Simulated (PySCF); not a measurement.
**Choosing a basis for TDDFT**

Species: ClGeH₃.
SMILES: `[Cl][GeH3]`

TDDFT with PBE0 (PySCF), vertical singlets, core orbitals frozen in the response, spherical d and f functions. Isolated species at its PBE0-D3(BJ)/def2-SVP geometry, gas phase. Relativistic effects, spin–orbit coupling among them, are left out although an element past zinc is present.

Q: Compare 6-31G*, def2-SVP, def2-SVPD, aug-cc-pVDZ, def2-TZVP, def2-TZVPD and aug-cc-pVTZ for this molecule.

A: 

```tsv
basis	functions	diffuse	S1 (eV)	S2 (eV)	S3 (eV)	S4 (eV)	S5 (eV)	LUMO (eV)	α (au)
6-31G*	56	no	6.74	6.74	8.73	8.73	8.96	-0.41	34.3
def2-SVP	65	no	6.90	6.90	8.62	8.62	8.78	-0.11	36.1
def2-SVPD	89	yes	6.71	6.71	7.77	7.77	8.48	-0.66	46.3
aug-cc-pVDZ	90	yes	6.63	6.63	7.49	7.49	8.32	-0.75	46.2
def2-TZVP	103	no	6.85	6.85	8.24	8.24	8.69	-0.35	42.3
def2-TZVPD	127	yes	6.71	6.71	7.70	7.70	8.39	-0.62	46.8
aug-cc-pVTZ	178	yes	6.66	6.66	7.49	7.49	8.28	-0.74	46.9
```

States are compared by their number. Against the largest diffuse basis here (aug-cc-pVTZ, itself not a converged limit), sets without diffuse functions differ by up to 0.24 eV in S1 and 0.68 eV in S5; the smaller diffuse sets differ by up to 0.06 and 0.20 eV. State by state, the largest deviation of a set without diffuse functions is S1 0.24, S2 0.24, S3 1.24, S4 1.24, S5 0.68 eV. The same number needn't mean the same state in each row. Against aug-cc-pVTZ the polarisability deviates by -27% in 6-31G*, -23% in def2-SVP, -1% in def2-SVPD, -2% in aug-cc-pVDZ, -10% in def2-TZVP, 0% in def2-TZVPD.
